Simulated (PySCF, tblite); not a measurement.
Isomers of C7H12Si. Computed with GFN2-xTB (tblite): harmonic, unscaled wavenumbers at the GFN2-xTB geometry, gas phase. Errors from tens to a few hundred cm⁻¹ against measured bands are possible. Modes of hydrogen on silicon can be 10 to 20 % off. One conformer each.

Electronic energies: PBE0/pcSseg-1 single points on the GFN2-xTB geometries (PySCF, gas phase).

```csv
SMILES,"electronic energy, lowest = 0 (kJ/mol)"
CCC#C[SiH]1CCC1,78.4
CC(C)C1=C[SiH2]C=C1,0.0
C=CCC1=CC[SiH2]C1,4.4
```

Task: How do GFN2-xTB zero-point energies change the relative energies?

Result: 
```csv
SMILES,ZPE (kJ/mol),of it from modes above 1550 cm⁻¹,electronic (kJ/mol),"with ZPE, lowest = 0 (kJ/mol)",lowest mode (cm⁻¹),rings
CC(C)C1=C[SiH2]C=C1,428.2,227.5,0.0,0.0,52,1
C=CCC1=CC[SiH2]C1,425.8,227.4,4.4,2.0,38,1
CCC#C[SiH]1CCC1,432.8,224.5,78.4,83.0,7i,1
```

The zero-point energies span 7.0 kJ/mol, from `C=CCC1=CC[SiH2]C1` to `CCC#C[SiH]1CCC1`. Slightly imaginary modes are left out of the zero-point energy: `CCC#C[SiH]1CCC1` 6.9i cm⁻¹. The order is unchanged.

Task: And how do the electronic energies of GFN2-xTB itself compare?

Result: `CC(C)C1=C[SiH2]C=C1` 0.0; `C=CCC1=CC[SiH2]C1` 7.8; `CCC#C[SiH]1CCC1` 98.4 kJ/mol, lowest = 0. Against the energies above, taken from the same isomer `CC(C)C1=C[SiH2]C=C1`, the largest difference is 20.0 kJ/mol.
